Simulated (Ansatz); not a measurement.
A run for Ansatz (an electronic-structure program): R-wB97X-V/def2-TZVPP on BiH3O (SMILES [OH][BiH2]), a point of a torsion scan. Elements past Kr take the def2 small-core potentials; no spin–orbit coupling.

Ansatz 0.2 input:
```yaml
crystal:
  periodic: [false, false, false]
  atoms:
    - {symbol: O, position_ang: [1.24637123, -0.42090252, -0.26257805]}
    - {symbol: Bi, position_ang: [-0.59517608, -0.21026390, 0.76142112]}
    - {symbol: H, position_ang: [1.80177123, 0.33317632, -0.07535316]}
    - {symbol: H, position_ang: [-0.54546134, 1.57039171, 0.69625075]}
    - {symbol: H, position_ang: [-1.50066221, -0.16337419, -0.76412243]}
basis:
  gaussian:
    orbitals: def2-TZVPP
hamiltonian:
  xc: {name: wB97X-V}
scf: {lower_state_search: off}
```

### Question
Predict the final total energy.

### Answer
-291.6206 hartree.
